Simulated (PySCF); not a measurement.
Species: C6H10Si, charge 0, multiplicity 1. 
Geometry from a B3LYP-D3(BJ)/def2-TZVP (Ansatz) optimisation:
SMILES: [SiH](C=C)(C=C)C=C
```xyz
17

C     -1.5256     2.3949     0.1250
C     -0.6429     1.4756     0.5112
Si    -0.0870     0.0553    -0.5621
C     -0.5996    -1.5762     0.1842
C     -1.3534    -1.6954     1.2753
C      1.7681     0.0866    -0.7743
C      2.6007    -0.8016    -0.2341
H     -1.8255     3.2188     0.7648
H     -1.9889     2.3628    -0.8557
H     -0.2116     1.5690     1.5061
H     -0.7233     0.2302    -1.8945
H     -0.2689    -2.4905    -0.3054
H     -1.7233    -0.8275     1.8109
H     -1.6410    -2.6608     1.6793
H      2.1994     0.8938    -1.3636
H      3.6765    -0.7435    -0.3653
H      2.2407    -1.6289     0.3685
```

Dispersion corrections to the total energy (kcal/mol) from the dftd3 and dftd4 libraries through PySCF: D3(BJ) without and D4 with the three-body term, each with the damping fitted for the functional named.

```json
[
 {"functional": "LC-wPBE", "D3(BJ)": "-9.96", "D4": "-10.88"},
 {"functional": "BLYP", "D3(BJ)": "-21.47", "D4": "-21.08"},
 {"functional": "HF", "D3(BJ)": "(withheld)", "D4": "-32.83"},
 {"functional": "BHLYP", "D3(BJ)": "-14.03", "D4": "(withheld)"},
 {"functional": "B2PLYP", "D3(BJ)": "-8.43", "D4": "-6.91"},
 {"functional": "B3LYP", "D3(BJ)": "-17.65", "D4": "-15.61"},
 {"functional": "revPBE", "D3(BJ)": "-24.57", "D4": "(withheld)"}
]
```

**Question.** Fill in the missing entries.

**Answer.** 
- HF, D3(BJ): -71.94
- BHLYP, D4: -11.87
- revPBE, D4: -28.87
